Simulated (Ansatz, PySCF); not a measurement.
propoxymethylsilane (C4H12OSi), SMILES [SiH3]COCCC. Atoms are numbered in the order given.

```xyz
18

C     -2.7027    -0.3351     0.9818
C     -2.2694    -0.9050    -0.3678
C     -1.1469    -0.1125    -1.0182
O     -0.0090    -0.1538    -0.1853
C      1.0851     0.5967    -0.6584
Si     2.5143     0.4112     0.5795
H     -1.8502    -0.3013     1.6760
H     -3.4972    -0.9448     1.4396
H     -3.0876     0.6930     0.8736
H     -1.9303    -1.9482    -0.2468
H     -3.1215    -0.9298    -1.0691
H     -1.4612     0.9418    -1.1771
H     -0.9024    -0.5297    -2.0175
H      0.8216     1.6705    -0.7741
H      1.4105     0.2521    -1.6641
H      2.0990     0.9134     1.9195
H      2.9159    -1.0195     0.6904
H      3.6786     1.2114     0.0940
```
Charge 0, spin multiplicity 1.

Geometry: B3LYP-D3(BJ)/def2-SVP. One conformer was computed; it need not be the lowest.

Vertical ionisation energy (IE) and electron affinity (EA) in eV. Rows of orbital energies are one-electron estimates. Where ΔSCF, EOM or ADC give a negative EA the extra electron is unbound and the value depends on the basis.

```json
[
 {"level": "−ε(HOMO), −ε(LUMO), r2SCAN/def2-TZVP (PySCF)", "IE": "6.29", "EA": "-0.40"},
 {"level": "−ε(HOMO), −ε(LUMO), PBE/def2-TZVP (PySCF)", "IE": "5.98", "EA": "0.10"},
 {"level": "ΔSCF, CAM-B3LYP/def2-SVPD (Ansatz), final states of multiplicity 2 and 2", "IE": "9.79", "EA": "-1.74"},
 {"level": "ΔSCF, PBE/def2-SVPD (Ansatz), final states of multiplicity 2 and 2", "IE": "9.30", "EA": "-1.37"}
]
```

Question: What vertical singlet–triplet gap does ΔSCF give with CAM-B3LYP/def2-SVPD (Ansatz, a first-principles code) and with PBE/def2-SVPD (Ansatz)? (An estimate is asked for; the answer gives what the named calculation found.)

Answer: 7.08 and 6.35 eV (triplet above singlet where positive).
